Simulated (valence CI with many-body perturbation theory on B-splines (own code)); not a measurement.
# Ba XLIII in brief

Computed by valence CI with perturbative core correlation (CI+MBPT): four valence electrons over a frozen Dirac-Fock core [Ne], a basis of 11 s, 11 p, 9 d, 7 f, 5 g, 2 h, 1 i functions for each j, with the one-electron correlation potential Σ1 (screened to all orders), the two-electron term Σ2, the three-electron term Σ3, Breit, model QED; selected single and double excitations, second order for the rest (own B-spline code, finite nucleus).

The last digits are not significant, and no measured levels were compared; by estimate large intervals hold to a few tenths of a per cent, small ones and those within an open d or f shell to about a per cent.

Levels are named by their leading jj configuration (3d3/2^4 stands for four electrons in 3d with j = 3/2), which in mixed levels can hold well under half, so a name can repeat and another be missing.

Rates and lifetimes use the calculated energies. Strong lines usually hold to 10 to 20 %, long lifetimes can be off by a factor of two.

What is the ground level?

(3s^2 3p1/2^2) J=0, composition 72 % 3s²3p² ³P + 27 % 3s²3p² ¹S.

Name the longest-lived excited levels whose lifetime is computed, and their main decay.

(3s^2 3p1/2 3p3/2) J=2 at 95.24 eV lives 41.8 μs, mostly by E2 to (3s^2 3p1/2^2) J=0; (3s^2 3p3/2 3d5/2) J=4 at 362.11 eV lives 255 ns, mostly by M1 to (3s^2 3p1/2 3d5/2) J=3; (3s^2 3p1/2 3p3/2) J=1 at 88.53 eV lives 213 ns, mostly by M1 to (3s^2 3p1/2^2) J=0.

What is the ionisation energy?

3267.6 eV; NIST lists 3266 ± 4 eV (theoretical).

Among levels below 525.07 eV, which E1 lines absorb most strongly from the ground level?

to (3s^2 3p1/2 3d3/2) J=1 at 4.576 nm, f = 0.672; to (3s 3p1/2^2 3p3/2) J=1 at 5.706 nm, f = 0.152; to (3s 3p1/2 3p3/2^2) J=1 at 3.968 nm, f = 0.00472.

Where does the other parity begin?

At (3s 3p1/2^2 3p3/2) J=2, 196.57 eV.
